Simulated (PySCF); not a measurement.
Compound: C5H5S2 (charge -1).
SMILES with atom numbers: `[CH3:1][c:2]1[cH:3][s:4][c:5]([S-:6])[cH:7]1` (hydrogens: H8, H9, H10 on C1; H11 on C3; H12 on C7)

The geometry is computed with GFN2-xTB (gas phase).

(1) What internal coordinates does the optimisation give?

## Answers

(1) 
| bond | length (Å) | order |
| --- | --- | --- |
| C1–C2 | 1.499 | single |
| C2–C3 | 1.359 | aromatic |
| C3–S4 | 1.738 | aromatic |
| S4–C5 | 1.787 | aromatic |
| C5–S6 | 1.677 | single |
| C5–C7 | 1.374 | aromatic |
| C2–C7 | 1.411 | aromatic |
| C1–H8, C1–H9, C1–H10 | 1.091 | single |
| C3–H11 | 1.074 | single |
| C7–H12 | 1.078 | single |

Bonds in one row agree within 0.01 Å and their mean is given. Orders are formal, as drawn. A selection of angles:
| angle | degrees |
| --- | --- |
| C2–C1–H8 | 110.6 |
| C2–C1–H9 | 110.5 |
| H8–C1–H9 | 108.7 |
| H9–C1–H10 | 107.9 |
| C1–C2–C3 | 124.0 |
| C1–C2–C7 | 123.1 |
| C3–C2–C7 | 112.9 |
| C2–C3–S4 | 112.0 |
| C2–C3–H11 | 128.9 |
| S4–C3–H11 | 119.1 |
| C3–S4–C5 | 91.4 |
| S4–C5–S6 | 122.6 |
| S4–C5–C7 | 108.6 |
| S6–C5–C7 | 128.8 |
| C5–C7–H12 | 121.3 |
| C2–C7–C5 | 115.2 |
| C2–C7–H12 | 123.5 |

C5 (substituted aromatic carbon) is planar (angles 128.8°, 122.6° and 108.6°, sum 360.0°, 0.00 Å off the plane of its three neighbours). The 3 C–S bonds span 1.677 Å (C5–S6, drawn single) to 1.787 Å (S4–C5, aromatic), a spread of 0.110 Å. The 5-membered ring C2–C3–S4–C5–C7 has internal angles of 91.4° to 115.2°; it is planar, 0.00 Å rms from its mean plane, widest ring torsion 0°. C3 (aromatic CH next to a ring sulfur) is planar (angles 128.9°, 119.1° and 112.0°, sum 360.0°, 0.00 Å off the plane of its three neighbours). C2 (substituted aromatic carbon) is planar (angles 124.0°, 123.1° and 112.9°, sum 360.0°, 0.00 Å off the plane of its three neighbours). C7 (aromatic CH carbon) is planar (angles 123.5°, 121.3° and 115.2°, sum 360.0°, 0.00 Å off the plane of its three neighbours). The 7 heavy atoms lie in one plane (0.001 Å rms).

Point group: Cs (tolerance 0.08 Å). GFN2-xTB frequencies: not computed here.
